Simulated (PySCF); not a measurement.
Record of a relaxation.

Compound: C8H9N.
Bonds: C1–C2 (double), C2–C3, C3–C4 (double), C4–C5, C5–C6 (double), C6–N7, C5–C8, C8–C9 (double), C2–C9. Hydrogens: H10, H11 on C1; H12 on C3; H13 on C4; H14 on C6; H15, H16 on N7; H17 on C8; H18 on C9.

Computed by this run: PBE/def2-SV(P) geometry optimisation, gas phase (PySCF 2.14.0); density fitting, grid level 1; the optimiser is geomeTRIC in internal coordinates, started from a GFN2-xTB structure. The frame can shift and turn from step to step; on so coarse a grid that alone can change the energy by a few meV, and forces under 0.02 eV/Å are noise.

Step 0: E = -9910.8530 eV, largest atomic force 1.011 eV/Å
```
atom  x, y, z in Å  |  force x, y, z in eV/Å
C1     -3.212    0.418    0.171   -0.435   0.118   0.010
C2     -1.886    0.178    0.136    0.551  -0.150  -0.016
C3     -1.340   -1.153    0.280   -0.555   0.220  -0.002
C4     -0.018   -1.385    0.243    0.718   0.098  -0.049
C5      0.941   -0.326    0.056   -0.620   0.035   0.077
C6      2.273   -0.613    0.024    0.649   0.305  -0.189
N7      3.288    0.270   -0.225   -0.292  -0.328  -0.172
C8      0.401    1.003   -0.083    0.711  -0.349   0.001
C9     -0.921    1.238   -0.045   -0.622  -0.003   0.040
H10    -3.607    1.414    0.066   -0.340   0.947  -0.107
H11    -3.926   -0.376    0.306   -0.635  -0.769   0.132
H12    -2.039   -1.965    0.419   -0.477  -0.624   0.107
H13     0.366   -2.391    0.354    0.239  -0.768   0.083
H14     2.595   -1.640    0.134    0.238  -0.749   0.100
H15     4.216    0.009    0.060    0.703  -0.141   0.173
H16     3.075    1.252   -0.158   -0.017   0.736   0.006
H17     1.086    1.830   -0.224    0.421   0.668  -0.114
H18    -1.303    2.244   -0.151   -0.235   0.754  -0.082
```

Step 1: E = -9911.0265 eV, largest atomic force 0.135 eV/Å
```
atom  x, y, z in Å  |  force x, y, z in eV/Å
C1     -3.319    0.445    0.123   -0.134   0.017   0.007
C2     -1.970    0.198    0.086   -0.014   0.008  -0.001
C3     -1.413   -1.143    0.227   -0.062  -0.095   0.014
C4     -0.068   -1.376    0.188    0.029  -0.116   0.018
C5      0.895   -0.308    0.005    0.048   0.017  -0.030
C6      2.251   -0.593   -0.030    0.033  -0.110   0.022
N7      3.277    0.289   -0.252    0.074   0.073   0.044
C8      0.350    1.029   -0.136    0.051   0.100  -0.003
C9     -0.995    1.266   -0.097   -0.020   0.103  -0.011
H10    -3.717    1.469    0.013    0.011  -0.016   0.000
H11    -4.047   -0.373    0.263    0.016   0.015  -0.002
H12    -2.115   -1.983    0.370    0.017   0.018  -0.004
H13     0.313   -2.408    0.298   -0.005   0.025  -0.005
H14     2.575   -1.643    0.085   -0.005   0.044  -0.005
H15     4.222    0.017    0.029   -0.024  -0.019  -0.028
H16     3.089    1.294   -0.195    0.000  -0.024  -0.018
H17     1.032    1.886   -0.284   -0.021  -0.019   0.001
H18    -1.374    2.298   -0.207    0.006  -0.022   0.002
```

Step 2: E = -9911.0273 eV, largest atomic force 0.081 eV/Å
```
atom  x, y, z in Å  |  force x, y, z in eV/Å
C1     -3.328    0.441    0.124    0.004   0.003   0.001
C2     -1.977    0.198    0.086    0.001  -0.002   0.001
C3     -1.413   -1.143    0.227    0.003  -0.003   0.001
C4     -0.066   -1.371    0.187   -0.030   0.001   0.005
C5      0.895   -0.297    0.004    0.061   0.029  -0.018
C6      2.252   -0.587   -0.028    0.025  -0.058   0.001
N7      3.293    0.278   -0.249   -0.044   0.055   0.040
C8      0.345    1.041   -0.136   -0.012  -0.018   0.004
C9     -1.003    1.271   -0.097    0.000   0.016  -0.002
H10    -3.727    1.464    0.014    0.001  -0.001   0.001
H11    -4.054   -0.379    0.265    0.006   0.000  -0.001
H12    -2.111   -1.986    0.369    0.002   0.002  -0.001
H13     0.320   -2.400    0.296    0.000   0.005  -0.002
H14     2.566   -1.640    0.088   -0.003  -0.003   0.003
H15     4.234   -0.013    0.026   -0.013  -0.014  -0.018
H16     3.124    1.286   -0.198   -0.003  -0.003  -0.014
H17     1.023    1.901   -0.284    0.004  -0.008   0.001
H18    -1.386    2.301   -0.207   -0.001  -0.001   0.000
```

Step 3: E = -9911.0274 eV, largest atomic force 0.168 eV/Å
```
atom  x, y, z in Å  |  force x, y, z in eV/Å
C1     -3.327    0.447    0.124    0.070  -0.005  -0.003
C2     -1.975    0.199    0.086    0.004  -0.005   0.001
C3     -1.415   -1.144    0.226    0.035   0.050  -0.007
C4     -0.067   -1.377    0.187   -0.027   0.064  -0.005
C5      0.899   -0.306    0.006   -0.058  -0.059   0.016
C6      2.256   -0.599   -0.024   -0.050   0.154  -0.044
N7      3.281    0.287   -0.246    0.031  -0.063   0.041
C8      0.351    1.034   -0.134   -0.020  -0.052   0.004
C9     -0.997    1.271   -0.096    0.015  -0.070   0.008
H10    -3.722    1.471    0.014   -0.003   0.009   0.000
H11    -4.054   -0.371    0.264   -0.004  -0.009   0.001
H12    -2.115   -1.985    0.367   -0.009  -0.008   0.001
H13     0.315   -2.407    0.296    0.003  -0.013   0.001
H14     2.579   -1.648    0.089    0.005  -0.003   0.005
H15     4.228    0.008    0.015    0.010   0.002  -0.013
H16     3.095    1.291   -0.200   -0.006  -0.012  -0.004
H17     1.032    1.892   -0.281    0.007   0.014  -0.002
H18    -1.376    2.302   -0.206   -0.001   0.009   0.000
```

Step 4: E = -9911.0282 eV, largest atomic force 0.033 eV/Å
```
atom  x, y, z in Å  |  force x, y, z in eV/Å
C1     -3.326    0.446    0.124    0.005  -0.002   0.001
C2     -1.975    0.199    0.087   -0.004   0.003   0.000
C3     -1.416   -1.144    0.226    0.011   0.017  -0.003
C4     -0.069   -1.376    0.187    0.017  -0.009   0.001
C5      0.897   -0.306    0.005   -0.025   0.015  -0.001
C6      2.254   -0.593   -0.026    0.000   0.000  -0.013
N7      3.285    0.285   -0.245   -0.009  -0.002   0.032
C8      0.349    1.033   -0.135    0.001   0.009  -0.002
C9     -0.998    1.270   -0.096    0.004  -0.017   0.003
H10    -3.723    1.470    0.015    0.001   0.002   0.000
H11    -4.052   -0.372    0.265   -0.002  -0.002   0.000
H12    -2.117   -1.984    0.368    0.000  -0.001   0.000
H13     0.313   -2.406    0.296    0.001  -0.005   0.000
H14     2.576   -1.643    0.088    0.002  -0.005   0.004
H15     4.231    0.001    0.016   -0.004  -0.004  -0.013
H16     3.106    1.291   -0.198   -0.001  -0.004  -0.007
H17     1.030    1.891   -0.282    0.002   0.005  -0.001
H18    -1.377    2.301   -0.206    0.000   0.001   0.000
```

Step 5: E = -9911.0282 eV, largest atomic force 0.032 eV/Å
```
atom  x, y, z in Å  |  force x, y, z in eV/Å
C1     -3.325    0.446    0.125   -0.012   0.003   0.001
C2     -1.975    0.200    0.087    0.008  -0.001   0.000
C3     -1.414   -1.142    0.226   -0.017  -0.026   0.004
C4     -0.067   -1.374    0.186   -0.015   0.022  -0.002
C5      0.895   -0.302    0.004    0.024  -0.015  -0.001
C6      2.251   -0.593   -0.026    0.027   0.002  -0.011
N7      3.286    0.281   -0.242   -0.002   0.007   0.024
C8      0.348    1.037   -0.136    0.002  -0.011   0.002
C9     -0.999    1.271   -0.096   -0.006   0.020  -0.002
H10    -3.723    1.469    0.017    0.000  -0.001   0.001
H11    -4.051   -0.374    0.266    0.001   0.002   0.000
H12    -2.114   -1.983    0.367   -0.003   0.000   0.000
H13     0.316   -2.404    0.294   -0.002   0.006  -0.001
H14     2.569   -1.644    0.088   -0.001   0.003   0.002
H15     4.231   -0.008    0.013   -0.003  -0.002  -0.011
H16     3.111    1.288   -0.198    0.000  -0.002  -0.006
H17     1.028    1.895   -0.283   -0.001  -0.005   0.001
H18    -1.379    2.302   -0.206   -0.001   0.001   0.000
```

Step 6: E = -9911.0284 eV, largest atomic force under 0.02 eV/Å
```
atom  x, y, z in Å  |  force x, y, z in eV/Å
C1     -3.325    0.447    0.126   -0.001   0.003   0.000
C2     -1.975    0.200    0.087    0.001  -0.003   0.001
C3     -1.416   -1.142    0.226    0.001   0.002  -0.001
C4     -0.069   -1.374    0.185    0.000   0.000  -0.001
C5      0.896   -0.303    0.004    0.003  -0.004   0.001
C6      2.252   -0.594   -0.026    0.013   0.003  -0.010
N7      3.286    0.281   -0.240   -0.006  -0.001   0.019
C8      0.349    1.036   -0.135   -0.002  -0.009   0.001
C9     -0.998    1.271   -0.095   -0.004   0.009   0.000
H10    -3.722    1.472    0.018   -0.002   0.000   0.001
H11    -4.052   -0.371    0.266    0.000   0.001   0.000
H12    -2.116   -1.983    0.367    0.000   0.001   0.000
H13     0.313   -2.405    0.294    0.000   0.000  -0.001
H14     2.570   -1.645    0.088   -0.001   0.000   0.002
H15     4.232   -0.009    0.008   -0.001  -0.001  -0.008
H16     3.111    1.288   -0.198    0.001  -0.001  -0.004
H17     1.030    1.894   -0.282   -0.001  -0.001   0.001
H18    -1.378    2.302   -0.205   -0.001   0.001   0.000
```

Problem. Summarise the path.

Solution. The energy falls by 4.04 kcal/mol from step 0 to step 6; nine tenths of that is first reached at step 1. It falls at every step. The largest force goes from 1.011 to under 0.02 eV/Å. Among the bonds C1–H11 changes most (a near tie, within 0.001 Å, with another), from 1.076 to 1.104 Å; the atoms move by 0.050 Å rms after alignment.

The cost below is that of the whole optimisation. The run took 80 s of wall time on one thread of an Arm Neoverse V2, shared host, and the process peaked at 0.60 GiB of memory.
